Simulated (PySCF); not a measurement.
**How methods differ on the interval between two levels of Co**

Co [Ar] 3d7 4s2 [4F9/2, M_J = 9/2] → Co [Ar] 3d8 4s1 [4F9/2, M_J = 9/2], as a difference of total energies. Computed with PySCF 2.14 in x2c-TZVPall-2c with one added diffuse shell each of s, p, d type (7s8p5d1f, 63 functions), with the two-component X2C-1e Hamiltonian. Correlated levels: [Ne] frozen; the 6 highest virtual spinors dropped. "Screened" scales the spin-orbit matrix elements by Boettger's factors to mimic the two-electron term; Breit and QED terms are absent.

```
                    method  interval between two levels (cm⁻¹)
           GHF (spin-free)                               15436
          GMP2 (spin-free)                             -583.91
 GHF (screened spin-orbit)                               15524
GMP2 (screened spin-orbit)                             -496.21
```

Errors of the correlated levels include the incompleteness of this basis and the frozen core.

The labels give the starting determinants; with spin-orbit coupling the two ends relaxed to ⟨J²⟩ = 24.76, ⟨L²⟩ = 12.02, ⟨S²⟩ = 3.76 and ⟨J²⟩ = 24.76, ⟨L²⟩ = 12.01, ⟨S²⟩ = 3.75.

For comparison: 3482.8 cm⁻¹ (measured; NIST Handbook of Basic Atomic Spectroscopic Data (Sansonetti and Martin, J. Phys. Chem. Ref. Data 34, 1559 (2005))).
